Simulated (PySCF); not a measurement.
# Radial density of Cu²⁺ (copper, charge +2)

BP86, [Ar] 3d8 4s1, high-spin 4F determinant (an excited configuration). Calculation: PySCF 2.14, in def2-TZVPPD; no relativity, point nucleus.

```csv
r (bohr),4πr²ρ (e/bohr),4πr²(ρα − ρβ)
0.000737,0.1087,0.0001
0.00124,0.2995,0.0002
0.00209,0.8048,0.0005
0.00351,2.099,0.0013
0.00590,5.167,0.0031
0.00992,11.59,0.0068
0.0167,22.21,0.0120
0.0281,32.93,0.0146
0.0472,33.57,0.0073
0.0794,27.78,0.0121
0.134,37.02,0.1228
0.225,33.63,0.5230
0.378,17.44,1.6806
0.636,22.22,2.3678
1.07,9.080,1.2337
1.80,1.496,0.6397
3.03,0.3667,0.3295
5.09,0.007059,0.0070
8.56,0.0006581,0.0007
```
